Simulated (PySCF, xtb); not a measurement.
B(AsH2)(H)(OH) (AsBH4O), SMILES B(O)[AsH2].

GFN2-xTB (xtb) at its own geometry gives an orbital gap of 4.13 eV and a dipole moment of 1.76 D.

Geometry optimised at PBE-D3(BJ)/def2-TZVP. One conformer was computed; it need not be the lowest.

Question: What does B3LYP/def2-TZVPD run with PySCF give? (The exact figures need the calculation; the answer reports its results.)

Answer: gap 6.13 eV (levels -7.15 and -1.02 eV), dipole 1.20 D.
